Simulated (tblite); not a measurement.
Compound: C6H14N2Si.
Atom-mapped SMILES: `[CH:1]#[C:2][CH2:3][C@H:4]([CH2:5][NH:6][CH3:7])[NH:8][SiH3:9]` (hydrogens: H10 on C1; H11, H12 on C3; H13 on C4; H14, H15 on C5; H16 on N6; H17, H18, H19 on C7; H20 on N8; H21, H22, H23 on Si9)

Cartesian coordinates in Å at the GFN2-xTB level; atoms count from 1:
```xyz
23
C6H14N2Si angstrom
C      2.6598   -2.5868    0.5110
C      2.2207   -1.6515   -0.0928
C      1.6864   -0.5159   -0.8116
C      0.5213    0.1534   -0.0557
C     -0.6823   -0.7877    0.0353
N     -1.6769   -0.2279    0.9264
C     -2.9349   -0.9398    0.8922
N      0.1269    1.3902   -0.6840
Si     0.7946    2.9246   -0.3001
H      3.0463   -3.4078    1.0367
H      2.4788    0.2245   -0.9546
H      1.3389   -0.8428   -1.7975
H      0.8457    0.3923    0.9613
H     -1.0807   -0.9601   -0.9849
H     -0.3622   -1.7539    0.4379
H     -1.8189    0.7478    0.6764
H     -3.3844   -0.9934   -0.1130
H     -2.7681   -1.9592    1.2435
H     -3.6382   -0.4512    1.5640
H     -0.2187    1.2364   -1.6205
H     -0.0053    3.8564   -1.0921
H      0.6272    3.0902    1.1422
H      2.2192    3.0892   -0.6370
```

Method: GFN2-xTB as coded in tblite; computed harmonic values from a numerical Hessian at the method's own geometry, unscaled. The method is semi-empirical: single wavenumbers can be off by several per cent or more. Modes of hydrogen on silicon can be 10 to 20 % off. One conformer, not necessarily the lowest.

Harmonic wavenumbers (cm⁻¹): 46.2, 53.2, 65.0, 100.7, 112.2, 141.8, 165.6, 228.1, 248.0, 296.6, 304.0, 331.2, 408.5, 464.5, 475.9, 518.8, 577.9, 608.5, 641.5, 664.6, 747.3, 806.6, 820.2, 821.8, 861.3, 881.7, 975.4, 996.5, 1013.5, 1042.1, 1079.2, 1110.0, 1133.9, 1160.4, 1169.2, 1191.3, 1214.2, 1254.0, 1277.6, 1311.4, 1341.7, 1386.5, 1403.4, 1419.3, 1447.5, 1485.9, 1491.3, 1501.4, 2165.0, 2270.7, 2276.1, 2295.2, 2759.0, 2834.2, 2932.6, 2948.6, 2956.7, 2959.0, 2995.1, 3022.6, 3340.7, 3399.2, 3429.1.

A = 1139, B = 1011, C = 573.6 MHz; mass 142.093 u (most abundant isotopes); point group C1, symmetry number 1.

Question: What is the zero-point energy?

Answer: Half the sum of the wavenumbers: 40691 cm⁻¹ = 486.77 kJ/mol.

Question: What is S at 400 K and 1 bar for an ideal gas of classical rigid rotors and harmonic oscillators?

Answer: Translation 176.78, rotation 131.55, vibration 224.67: S = 533.0 J/(mol K).

Question: And Cp and H(400 K) − H(0)?

Answer: Cp = 248.15 J/(mol K), of which vibrations give 214.89 (their classical limit is 63 R = 523.8); H(400 K) − H(0) = 58.54 kJ/mol without the zero-point energy, 45.24 from vibrations.

Question: What must be added to the electronic energy to get the Gibbs energy at 400 K and 1 bar?

Answer: ZPE + [H(400 K) − H(0)] − T·S = 486.77 + 58.54 − 213.20 = 332.11 kJ/mol.

Question: Which modes carry the vibrational entropy at 400 K?

Answer: 46.2 cm⁻¹: 23.25; 53.2 cm⁻¹: 22.08; 65.0 cm⁻¹: 20.42; 100.7 cm⁻¹: 16.80; 112.2 cm⁻¹: 15.92; 141.8 cm⁻¹: 14.00 J/(mol K); the other 57 give 112.21 together.

Question: How do the functions run with temperature in this model?

Answer: 
| T (K) | S (J/(mol K)) | Cp (J/(mol K)) | H − H(0) (kJ/mol) | G − H(0) (kJ/mol) | ln q(vib) |
| --- | --- | --- | --- | --- | --- |
| 50 | 260.1 | 66.8 | 2.36 | -10.65 | 0.84 |
| 100 | 316.1 | 96.9 | 6.48 | -25.13 | 2.68 |
| 298.15 | 467.6 | 198.5 | 35.75 | -103.66 | 9.91 |
| 373.15 | 516.2 | 235.7 | 52.05 | -140.57 | 12.50 |
| 500 | 593.0 | 290.0 | 85.51 | -210.99 | 16.78 |
| 750 | 726.3 | 367.0 | 168.35 | -376.38 | 24.76 |
| 1000 | 839.4 | 418.0 | 266.90 | -572.46 | 32.10 |

q(vib) and H(0) count from the zero-point level.

Question: Blend soft modes into free rotors: weight 1/[1 + (100 cm⁻¹/ν̃)⁴] for the oscillator and the rest for a rotor with moment μB/(μ + B), μ = h/(8π²ν), B = 10⁻⁴⁴ kg m². What vibrational entropy results?

Answer: 203.96 J/(mol K) in place of 224.67, which changes −T·S at 400 K by +8.28 kJ/mol.

Hindered rotation and anharmonicity are outside this model. Other conformers, if any are populated, would add a mixing term that is left out. The structure is chiral; the term R ln 2 for an equal mix with its mirror image is left out.
